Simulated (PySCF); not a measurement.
## Stretching CaCl

Set-up: PySCF, no relativity, basis sets Ca pcseg-2, Cl pcseg-2. Energies in eV from Ca + Cl in their ground configurations at the same level. State: ²Σ⁺ (doublet), unpaired electrons σ ↑.

All columns are PBEsol. A positive dipole means Ca(−)Cl(+).

| R (Å) | E (eV) | μ (D) | Mulliken charge on Ca (basis-dependent) | HOMO (eV) | LUMO (eV) | Mayer bond order | ⟨S²⟩ |
| --- | --- | --- | --- | --- | --- | --- | --- |
| 2.092 | -3.945 | -2.71 | 0.42 | -3.41 | -2.45 | 1.07 | 0.75 |
| 2.190 | -4.366 | -3.07 | 0.44 | -3.52 | -2.54 | 1.01 | 0.75 |
| 2.287 | -4.582 | -3.47 | 0.47 | -3.63 | -2.64 | 0.97 | 0.75 |
| 2.360 | -4.646 | -3.79 | 0.48 | -3.72 | -2.72 | 0.93 | 0.75 |
| 2.433 | -4.650 | -4.12 | 0.50 | -3.80 | -2.79 | 0.91 | 0.75 |
| 2.506 | -4.607 | -4.47 | 0.52 | -3.87 | -2.87 | 0.88 | 0.75 |
| 2.603 | -4.498 | -4.94 | 0.54 | -3.98 | -2.97 | 0.85 | 0.75 |
| 2.725 | -4.308 | -5.55 | 0.55 | -4.10 | -3.09 | 0.82 | 0.75 |
| 2.871 | -4.038 | -6.29 | 0.57 | -4.24 | -3.24 | 0.78 | 0.75 |
| 3.066 | -3.653 | -7.29 | 0.59 | -4.42 | -3.43 | 0.75 | 0.75 |

A fit through these points gives, at Re = 2.400 Å, μ = -3.97 D and dμ/dR = -4.58 D/Å; the reduced mass is 18.65 u.

Problem. How strong is the fundamental in the double-harmonic approximation, I = 42.26·(dμ/dR)²/μred km/mol?

Solution. I = 42.26·(-4.58)²/18.65 = 47.5 km/mol at PBEsol.

The state is the lowest determinant that a PBE0 search found; another state may lie lower at other levels.
